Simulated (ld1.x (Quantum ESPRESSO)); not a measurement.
**Te (Z = 52), TM: configuration errors across variants**

```
Element                 : tellurium
Generator               : ld1.x (Quantum ESPRESSO) 7.5
Type                    : norm-conserving Troullier–Martins (Kleinman–Bylander form)
Functional              : PBE
Relativity              : scalar-relativistic
Frozen core             : [Kr] 4d10
Valence charge          : 6
Reference configuration : 5s2 5p4
Partial waves           : 5s (bound): rc 1.60 bohr; 5d channel at 0.25 Ry: rc 1.55 bohr; 5p (bound): rc 1.90 bohr
Local potential         : the p channel
Core correction         : none
```

All-electron excitation energies from the reference (eV): (1) 5s2 5p3 9.729; (2) 5s2 5p2 27.653; (3) 5s2 5p1 54.551; (4) 5s2 5p3.5 3.897; (5) 5s2 5p4.3 -1.469; (6) 5s1 5p5 9.255; (7) 5s1 5p4 19.571.

Tests that are not counted but printed errors over 1 eV. “wave 5p (bound): rc 1.90 bohr becomes 5p (bound): rc 1.26 bohr”: 5s1 5p5 (solver errors, printed error -165 eV); 5s1 5p4 (solver errors, printed error -111 eV); 1 more.

A true bound ghost makes a file unfit for plane-wave use even where its test errors are small: the radial tests pick states by their node count and pass the ghost by. Where a test does run into it, the solver fails or the error is huge.

The file “wave 5p (bound): rc 1.90 bohr becomes 5p (bound): rc 1.26 bohr” misses its own reference levels by 0.4 eV.

Errors AE − PS in meV (a dash: test not solved or not reliable):

```tsv
change	(1)	(2)	(3)	(4)	(5)	(6)	(7)	bound ghosts
base	-2.8	-9.6	-9.9	-1.0	+0.4	+5.3	+6.3	d
wave 5p (bound): rc 1.90 bohr becomes 5p (bound): rc 1.26 bohr	+112	+329	–	–	+39	–	–	s, d, p (extra level of the local part)
wave 5p (bound): rc 1.90 bohr becomes 5p (bound): rc 1.42 bohr	+8.0	+38	+71	+1.4	+1.0	+57	+91	s, d
wave 5p (bound): rc 1.90 bohr becomes 5p (bound): rc 1.74 bohr	-4.9	-26	-76	-1.3	+0.4	+7.3	+7.7	s, d
wave 5p (bound): rc 1.90 bohr becomes 5p (bound): rc 2.18 bohr	-3.8	-15	-28	-1.2	+0.4	+5.0	+4.3	d
wave 5p (bound): rc 1.90 bohr becomes 5p (bound): rc 2.38 bohr	-3.0	-11	-18	-1.0	+0.5	+5.8	+7.2	d
wave 5p (bound): rc 1.90 bohr becomes 5p (bound): rc 2.58 bohr	-1.3	-1.6	+12	-0.7	+0.5	+8.0	+13	d
```

**Question.** Give the same row for: wave 5p (bound): rc 1.90 bohr becomes 5p (bound): rc 2.84 bohr.

**Answer.** +31, +221, +761, +4.7, +1.4, +18, +66; bound ghosts: d, s.
